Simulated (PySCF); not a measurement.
CH3, SMILES [CH3+], charge +1. Geometry: ωB97X-D3(BJ)/def2-TZVPD.

TDA-PBE/def2-TZVPD in PySCF puts the lowest singlet excitations at 5.82, 5.82, 14.19, 14.19, 14.39, 15.51 eV and the lowest triplet (TDA) at 4.56 eV.

Problem. What are the lowest singlet roots from EOM-CCSD/aug-cc-pVDZ (PySCF)? (The exact figures need the calculation; the answer reports its results.)

Solution. 6.14, 6.14, 15.28, 15.28, 15.61, 15.61 eV; triplets 5.12, 5.12, 11.93 eV. S1 differs by 0.31 eV (second minus first; roots are paired by order, and the bases may differ).
